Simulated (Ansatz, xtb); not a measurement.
**Ranking isomers of C4H4F2O3**

5 gas-phase structures of C4H4F2O3, from a drawn sample of its isomers (lower ones may exist). Each was relaxed with GFN2-xTB; where two conformers were screened, the lower at r2SCAN-D4/def2-SVP//GFN2-xTB is listed:

A. `O=CCOC(=O)C(F)F`, a singlet
B. `O=C(O/C=C\O)C(F)F`, a singlet
C. `O=CCOC(O)=C(F)F`, a singlet
D. `O/C=C\OC(O)=C(F)F`, a singlet
E. `O=C(O/C=C/O)C(F)F`, a singlet

Q: Estimate their order in r2SCAN-D4/def2-SVP//GFN2-xTB energy at these geometries, lowest first.

A: Calculated order at r2SCAN-D4/def2-SVP//GFN2-xTB: A (0.0), B (6.1), E (9.6), C (38.0), D (42.6) kcal/mol.

Energies above the lowest of each column, in kcal/mol; the last columns are at r2SCAN-D4/def2-SVP geometries and were run for some of them only (a dash: not run or not comparable):

```json
{"structure": "A", "GFN2-xTB": "3.9", "HF/STO-3G": "0.0", "r2SCAN-D4/def2-SVP//GFN2-xTB": "0.0", "r2SCAN-D4/def2-SVP": "0.0", "CCSD(T)/def2-SVP + ΔMP2/def2-TZVPP": "0.0"}
{"structure": "B", "GFN2-xTB": "0.0", "HF/STO-3G": "12.6", "r2SCAN-D4/def2-SVP//GFN2-xTB": "6.1", "r2SCAN-D4/def2-SVP": "6.1", "CCSD(T)/def2-SVP + ΔMP2/def2-TZVPP": "7.2"}
{"structure": "E", "GFN2-xTB": "1.5", "HF/STO-3G": "14.7", "r2SCAN-D4/def2-SVP//GFN2-xTB": "9.6", "r2SCAN-D4/def2-SVP": "9.8", "CCSD(T)/def2-SVP + ΔMP2/def2-TZVPP": "11.3"}
{"structure": "C", "GFN2-xTB": "21.1", "HF/STO-3G": "22.7", "r2SCAN-D4/def2-SVP//GFN2-xTB": "38.0", "r2SCAN-D4/def2-SVP": "–", "CCSD(T)/def2-SVP + ΔMP2/def2-TZVPP": "–"}
{"structure": "D", "GFN2-xTB": "17.8", "HF/STO-3G": "34.9", "r2SCAN-D4/def2-SVP//GFN2-xTB": "42.6", "r2SCAN-D4/def2-SVP": "–", "CCSD(T)/def2-SVP + ΔMP2/def2-TZVPP": "–"}
```

CCSD(T)/def2-SVP + ΔMP2/def2-TZVPP puts A lowest of those it was run on; GFN2-xTB picks B. Flexible structures stand in one conformer each, not always the lowest. Frequencies (GFN2-xTB) were run for A, B, E alone. The ΔMP2 step shifts differences by up to 3.3 kcal/mol, which makes them less sure. ΔMP2 is the change of the MP2 energy from the smaller to the larger basis.

Over these structures GFN2-xTB departs from r2SCAN-D4/def2-SVP//GFN2-xTB by 8.4 kcal/mol on average once a common shift is removed. A GFN2-xTB relaxation took about 0.14 s and the r2SCAN-D4/def2-SVP//GFN2-xTB energy about 3.6 s on a shared host (Ansatz 0.2.0, xtb 6.7.1).
